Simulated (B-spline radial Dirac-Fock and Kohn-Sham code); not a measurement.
Level of theory: Dirac-Hartree-Slater photoionisation with all multipoles and Dirac-Fock thresholds; a radial atomic solver. Kinetic energies are from the vacuum level. Open shells are spread statistically over j, without multiplet splitting. Without correlation, outer binding energies are uncertain by a few eV, most for open f shells.

Q: A free atom or ion in its tabulated ground configuration is ionised with 4000 eV photons and gives these photoelectron lines. Identify it and assign the lines.

| kinetic energy (eV) | relative cross section |
| --- | --- |
| 1915.8 | 53.7 |
| 2122.0 | 54.0 |
| 2181.7 | 100.0 |
| 3661.6 | 9.5 |
| 3736.2 | 6.9 |
| 3745.4 | 12.7 |
| 3876.1 | 1.9 |
| 3877.6 | 2.7 |
| 3953.1 | 1.3 |
| 3972.8 | 0.71 |
| 3973.7 | 1.3 |

A: Rb⁺, [Ar] 3d10 4s2 4p6. Binding energies are hν less the kinetic energy: 2s 2084.2 eV, 2p1/2 1878.0 eV, 2p3/2 1818.3 eV, 3s 338.4 eV, 3p1/2 263.8 eV, 3p3/2 254.6 eV, 3d3/2 123.9 eV, 3d5/2 122.4 eV, 4s 46.95 eV, 4p1/2 27.18 eV, 4p3/2 26.26 eV.

Values without a named source are computed, but for edge energies of neutral atoms, which are taken from tables.
